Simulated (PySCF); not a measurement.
Estimate the missing entries of this data sheet.

Compound: C4H9NOSi.
SMILES: `O[SiH2]/N=C\C1CC1`

Conformer (atom-mapped SMILES and torsion angles): `[OH:1][SiH2:2]/[N:3]=[CH:4]\[CH:5]1[CH2:6][CH2:7]1`: O1–Si2–N3–C4 -141°, N3–C4–C5–C6 146°, H–O1–Si2–N3 -36°.

```json
{"property": "point group of the GFN2-xTB geometry", "level": "GFN2-xTB", "value": "C1"}
{"property": "rotational constants A, B, C of the GFN2-xTB geometry", "level": "GFN2-xTB", "value": "7.279, 0.889, 0.879 GHz"}
{"property": "dipole moment", "level": "PBE0/def2-SVPD", "value": "?"}
{"property": "HOMO energy", "level": "PBE0/def2-SVPD", "value": "-6.96 eV"}
{"property": "LUMO energy", "level": "PBE0/def2-SVPD", "value": "-0.65 eV"}
{"property": "lowest singlet excitation", "level": "TDDFT PBE0/def2-SVPD", "value": "4.34 eV (286 nm, f = 0.001)"}
{"property": "strongest line among the 6 lowest singlet transitions", "level": "TDDFT PBE0/def2-SVPD", "value": "S3 at 6.57 eV (189 nm, f = 0.276)"}
{"property": "lowest triplet excitation (Tamm–Dancoff)", "level": "TDA PBE0/def2-SVPD", "value": "?"}
{"property": "static isotropic polarisability", "level": "PBE0/def2-SVPD", "value": "85.3 au"}
{"property": "electronic spatial extent ⟨r²⟩ about the centre of nuclear charge", "level": "PBE0/def2-SVPD", "value": "?"}
{"property": "13C chemical shifts (computed TMS as zero) by class", "level": "GIAO PBE0/pcSseg-1", "value": "182.2 (1 C), 25.4 (1 C), 8.0 (2 C) ppm"}
{"property": "1H chemical shifts (computed TMS as zero) by class", "level": "GIAO PBE0/pcSseg-1", "value": "7.48 (1 H), 5.34 (2 H), 1.56 (1 H), 1.32 (1 H), 0.90 (2 H), 0.75 (2 H) ppm"}
{"property": "isotropic shieldings of nuclei other than C and H, by class", "level": "GIAO PBE0/pcSseg-1", "value": "?"}
```

Gas-phase values; electronic properties from PySCF, density fitting. Geometry: GFN2-xTB, one conformer, isolated molecule. NMR classes are plain means over equivalent atoms (diastereotopic ones count apart unless rotation or inversion swaps them), as if these changed places fast; in this geometry the members of some classes differ.

Give the isotropic shieldings of nuclei other than C and H, by class.

-103 (1 N), 305 (1 O), 392 (1 Si) ppm.

Give the electronic spatial extent ⟨r²⟩ about the centre of nuclear charge.

1340 bohr².

The dipole moment?

3.04 D.

What is the lowest triplet excitation (Tamm–Dancoff)?

3.78 eV.

In atomic units the dipole is 1.19 e·bohr (1 au = 2.5417 D). The principal polarisabilities are 69.1, 73.4 and 113.4 au; their mean is the isotropic value. No computed singlet falls in the visible range (750 to 380 nm, 1.65 to 3.26 eV); S1 lies 1.08 eV above its blue end. The rotational constants make it an asymmetric top with κ = (2B − A − C)/(A − C) = -1.00, nearer the prolate limit (−1).
